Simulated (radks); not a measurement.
Spherical quantum dot in the effective-mass picture: electrons in a well V = -V0 / (1 + exp((r - R)/a)) with V0 = 13.5, R = 3.44, a = 0.24, with a point charge +1 (a donor) at the centre, all in effective atomic units (hartree* = m*/eps^2 hartree, bohr* = eps/m* bohr), one dielectric constant everywhere. Calculated with a radial shooting solver with Libxc functionals: non-relativistic Kohn-Sham, PBE, spin-polarised, spherical densities. Levels are named by radial order and angular momentum (1s, 1p, 1d, 2s, ...), and open shells are averaged over m. Results are scaled to m* = 0.03 and eps = 9.4, for which hartree* = 9.239 meV and bohr* = 16.58 nm.

N = 25, configuration 1s2 1p6 1d10 2s2 1f(up 5, down 0). This is the lowest configuration that the search found. Occupied and some empty levels:

| level | occupation | eigenvalue (meV) | <r> (nm) |
|---|---|---|---|
| 1s up | 1 | -35.387 | 36.02 |
| 1s down | 1 | -34.897 | 35.56 |
| 1p up | 3 | -32.969 | 38.73 |
| 1p down | 3 | -32.402 | 38.55 |
| 1d up | 5 | -29.178 | 40.43 |
| 1d down | 5 | -28.568 | 40.33 |
| 1f up | 5 | -24.132 | 41.84 |
| 2s up | 1 | -24.100 | 23.71 |
| 2s down | 1 | -23.943 | 23.90 |
| 1f down | 0 | -23.492 | 41.79 |
| 1g up | 0 | -17.961 | 43.09 |
| 1g down | 0 | -17.302 | 43.06 |
| 2p up | 0 | -15.517 | 31.06 |
| 2p down | 0 | -15.261 | 31.01 |
| 2d up | 0 | -7.7262 | 34.85 |
| 2d down | 0 | -7.3893 | 34.79 |

Energy (meV): total -1809.78, kinetic 267.39, external -3083.4, Hartree 1120.3, exchange-correlation -114.01.
